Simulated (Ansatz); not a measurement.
Compare A (`[SiH3]C#CS`) with its isomer B (`SC1=C[SiH2]1`).

Isolated molecules relaxed with PBE0-D4/def2-TZVP in Ansatz; ΔE leaves out vibrations. CCSD(T)/CBS is the MP2 limit (def2-TZVPP, def2-QZVPP) plus CCSD(T) − MP2 in def2-TZVPP, frozen cores. Functionals use def2-TZVPP. B3LYP here is the variant with VWN-RPA as its local correlation; programs differ in this. One conformer a species, not always the lowest.

A:

```xyz
8

Si    0.229   -0.153   -1.609
C     0.056    0.158    0.172
C    -0.069    0.351    1.364
S    -0.171    0.733    2.991
H    -0.380    0.960   -2.379
H     1.664   -0.268   -1.968
H    -0.467   -1.422   -1.939
H    -0.863   -0.359    3.368
```

B:

Z-matrix (Å, degrees):
```
Si
C 1 1.814
C 1 1.798 2 43.5
H 1 1.483 2 120.9 3 106.0
H 1 1.483 2 120.9 3 -106.0
S 2 1.718 1 156.7 3 -180.0
H 3 1.081 1 154.9 2 180.0
H 6 1.342 2 97.3 1 -0.0
```

**Question.** Which isomer does CCSD(T)/CBS put lower? Give the gap. (An estimate is asked.)

**Answer.** Ansatz gave: A, by 15.6 kJ/mol.

**Question.** Give E(B) − E(A) in kJ/mol with LDA (SPW92), PBE-D4, BLYP-D4, B3LYP, B2PLYP, B3LYP-D4, r2SCAN-D4. (Best estimate.)

**Answer.** The calculation gave: LDA (SPW92) -20.6, PBE-D4 -4.8, BLYP-D4 21.1, B3LYP 21.8, B2PLYP 23.3, B3LYP-D4 17.2, r2SCAN-D4 1.0. The order is the other way round with LDA (SPW92), PBE-D4.

**Question.** Does the order hold for the free energy at 298.15 K (harmonic terms from PBE0-D4)? (Best estimate.)

**Answer.** Computed: Yes: G(B) − G(A) = +32.9 kJ/mol, for one conformer each. Modes under 60 cm⁻¹, often nearly free rotors, make the harmonic entropy too high.

Largest T1 diagnostic: 0.014.

The D4 term adds −4.5 kJ/mol with B3LYP and −2.2 kJ/mol with PBE0; it sums over pairs of atoms, weighted by their polarisabilities, and B3LYP, whose exchange is more repulsive, gets the larger term. At CCSD(T), def2-SVP lies +5.2 kJ/mol from the extrapolated value and def2-TZVPP +3.3 kJ/mol.
